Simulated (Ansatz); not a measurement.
Gas-phase electronic energies from Ansatz, PBE0-D4/def2-TZVP geometries. CCSD(T)/CBS is the MP2 limit (def2-TZVPP, def2-QZVPP) plus CCSD(T) − MP2 in def2-TZVPP, frozen cores. This one scheme is used for every species. One conformer a species, not always the lowest.

Reaction (ligand exchange at the Si–N bond): `F[SiH2]N[SiH2][SiH3]` + `O[SiH2]S` → `O[SiH2]S[SiH2]F` + `N[SiH2][SiH3]`

```json
{"species": "`F[SiH2]N[SiH2][SiH3]`", "CCSD(T)/CBS(def2) energy (Eh)": "-1026.65568"}
{"species": "`O[SiH2]S`", "CCSD(T)/CBS(def2) energy (Eh)": "-764.50758"}
{"species": "`O[SiH2]S[SiH2]F`", "CCSD(T)/CBS(def2) energy (Eh)": "-1154.07559"}
{"species": "`N[SiH2][SiH3]`", "CCSD(T)/CBS(def2) energy (Eh)": "-637.08297"}
```

Work out ΔE.

ΔE = (-1154.07559) + (-637.08297) − (-1026.65568) − (-764.50758) = 0.00470 Eh = +12.3 kJ/mol.

Largest T1 diagnostic among the species: 0.012.

In def2-TZVPP, CCSD(T) changes the Hartree–Fock value by −5.4 kJ/mol (the triples alone add −1.8 kJ/mol) and MP2 by −9.0 kJ/mol.
